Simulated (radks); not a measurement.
Q: The mean radii <r> (bohr) of the occupied orbitals of an atom or ion are listed with their occupations. Calculated with a radial shooting solver on a logarithmic mesh with Libxc functionals: Dirac Kohn-Sham, PBE, spin-unpolarised, spherical densities, point nucleus.

orbital  occ.      <r>
1s1/2       2  0.01803
2s1/2       2  0.07497
2p1/2       2  0.06196
2p3/2       4  0.06982
3s1/2       2   0.1848
3p1/2       2   0.1739
3p3/2       4   0.1861
3d3/2     0.4   0.1598
3d5/2     0.6   0.1636

Name the element and its charge. Open shells, if any, are shared by 2j + 1.

A: Z = 75, rhenium, charge +56: Re56+ in [Ar] 3d1. The 1s radius gives Z: for a bare nucleus <r> = (2 gamma + 1)/(2Z) with gamma = sqrt(1 - (Z/c)^2), 0.01783 bohr for Z = 75, and screening makes it slightly larger (0.01803 here). The occupations add up to 19, and the charge is Z minus that.
